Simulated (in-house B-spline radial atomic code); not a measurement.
## How G0W0 and RPA depend on the start: Br6+

Configuration [Ar] 3d10 4s1, highest spin. Computed with an all-electron radial atomic-structure program (B-spline basis): all electrons, scalar-relativistic (spin-free one-electron X2C), finite nucleus, each spin shell either full or empty, empty states to l = 9 with an (l + 1/2)⁻⁴ tail; G0W0 by contour deformation at full frequency.

```
            start  mean-field 4s up (eV)  G0W0 (eV)  QP weight  RPA correlation (Eh)
     Hartree-Fock                -101.89    -103.51      0.986               -2.0514
         LDA VWN5                 -97.42    -104.10      0.975                -2.222
              PBE                 -96.95    -104.04      0.975               -2.2182
             PBE0                 -98.35    -103.88      0.979               -2.1721
           r2SCAN                 -97.27    -103.95      0.976                -2.187
            HSE06                 -98.11    -103.92      0.978                -2.175
  B3LYP (VWN-RPA)                 -98.45    -103.95      0.978               -2.1829
             SCAN                 -97.52          ?          ?                     ?
             TPSS                 -96.72    -104.04      0.975               -2.2091
        BHandHLYP                 -99.95    -103.78      0.981               -2.1306
        CAM-B3LYP                -100.32          ?          ?                     ?
          LC-wPBE                -101.78    -103.89      0.983               -2.1757
           PBEsol                 -96.95    -104.06      0.975               -2.2193
             BLYP                 -97.19    -104.07      0.975                 -2.22
          r2SCAN0                 -98.65    -103.83      0.979               -2.1511
LDA exchange-only                 -96.23    -104.14      0.976               -2.2222
```

(1) What G0W0 level, weight and RPA correlation energy follow from the SCAN start?

(2) What G0W0 level, weight and RPA correlation energy follow from the CAM-B3LYP start?

(3) How much of the dependence on the start does G0W0 remove?

Results:

(1) G0W0 level -103.95 eV, weight 0.976, RPA correlation -2.1857 hartree.

(2) G0W0 level -103.89 eV, weight 0.981, RPA correlation -2.1689 hartree.

(3) The mean-field levels span 5.66 eV and the G0W0 levels 0.633 eV. Against 103.03 ± 0.19 eV (NIST, semi-empirical) the G0W0 removal energies are off by +0.48 to +1.11 eV, with spin-orbit coupling, Breit and QED terms left out.
